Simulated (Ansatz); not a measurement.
AlCl2(OH) (AlCl2OH). Charge 0, multiplicity 1. Geometry PBE0-D4/def2-TZVP, basis def2-TZVP, Ansatz.

```csv
run,HOMO (eV),LUMO (eV)
A,-9.31,-0.97
B,-12.67,2.02
C,-7.79,-1.67
D,-9.01,-1.26
E,-8.01,-2.11
F,-7.85,-1.82
```

B3LYP takes the VWN-RPA correlation.

The runs used B3LYP, HF, LDA (SPW92), PBE, PBE0, revPBE. Estimate which is which.

A PBE0 (25 % exact exchange); B HF (100 % exact exchange); C revPBE (0 % exact exchange); D B3LYP (20 % exact exchange); E LDA (SPW92) (0 % exact exchange); F PBE (0 % exact exchange). Exact exchange lowers occupied and raises empty levels; among semilocal functionals meta-GGAs tend to open the gap a little, and such runs are hard to tell apart. The gap grows from 5.90 eV (LDA (SPW92)) to 14.69 eV (HF).
